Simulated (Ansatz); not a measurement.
`C#[C][SnH]([Cl])[Cl]` and `[SiH3][SnH]([Cl])[Cl]` differ in one atom or group.

Ansatz, PBE0-D4/def2-TZVP geometries, multiplicity 1. 

Elements past krypton have def2 core potentials.

| property | `C#[C][SnH]([Cl])[Cl]` |
| --- | --- |
| HOMO–LUMO gap (PBE/def2-TZVPP) / eV | 5.17 |
| LUMO energy (PBE/def2-TZVPP) / eV | -2.43 |
| HOMO–LUMO gap (PBE0/def2-TZVPP) / eV | 7.39 |
| HOMO energy (B3LYP/def2-TZVPP) / eV | -8.60 |
| size of the dipole moment (B3LYP/def2-TZVPP) / D | 2.65 |
| HOMO–LUMO gap (B3LYP/def2-TZVPP) / eV | 6.81 |

Q: Give the same properties after the change, and the shifts. (Best estimate.)

A: Ansatz gave: 
```
                                        property  `[SiH3][SnH]([Cl])[Cl]`  shift
             HOMO–LUMO gap (PBE/def2-TZVPP) / eV                     4.78  -0.39
               LUMO energy (PBE/def2-TZVPP) / eV                    -2.30   0.13
            HOMO–LUMO gap (PBE0/def2-TZVPP) / eV                     6.86  -0.53
             HOMO energy (B3LYP/def2-TZVPP) / eV                    -8.05   0.55
size of the dipole moment (B3LYP/def2-TZVPP) / D                     3.47   0.82
           HOMO–LUMO gap (B3LYP/def2-TZVPP) / eV                     6.36  -0.45
```

With PBE0 the HOMO rises by 0.60 eV and the LUMO rises by 0.07 eV, so the gap narrows by about 0.53 eV. PBE moves the HOMO by 0.52 eV and ωB97M-V by 0.84 eV. The zero-point energy changes by 15.7 kJ/mol with +3 modes. Dipoles are sizes alone; their direction can turn.

B3LYP here is the variant with VWN-RPA as its local correlation; programs differ in this.
